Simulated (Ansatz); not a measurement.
Two isomers of C3H8BN: A = `C/C=C\BN`, B = `BC(C)C=N`.

Computed with Ansatz on PBE0-D4/def2-TZVP structures; ΔE is electronic, products minus reactants. CCSD(T)/CBS is the MP2 limit (def2-TZVPP, def2-QZVPP) plus CCSD(T) − MP2 in def2-TZVPP, frozen cores. DFT in def2-TZVPP. B3LYP here is the variant with VWN-RPA as its local correlation; programs differ in this. Each species was taken in one conformer, which may not be the lowest.

Which is lower in electronic energy at CCSD(T)/CBS, and by how much? (An estimate is asked.)

The calculation gave: A, by 49.5 kcal/mol.

Give E(B) − E(A) in kcal/mol with B3LYP, ωB97M-V, PBE0-D4, CCSD/def2-TZVPP, r2SCAN-D4, B3LYP-D4, B2PLYP. (Estimate.)

Ansatz gave: B3LYP 50.9, ωB97M-V 49.2, PBE0-D4 50.0, CCSD/def2-TZVPP 48.3, r2SCAN-D4 50.6, B3LYP-D4 50.4, B2PLYP 50.3. None reverses the order clearly.

Largest T1 diagnostic: 0.012.

In def2-TZVPP, CCSD(T) changes the Hartree–Fock value by +0.9 kcal/mol (the triples alone add +0.2 kcal/mol) and MP2 by +1.8 kcal/mol.
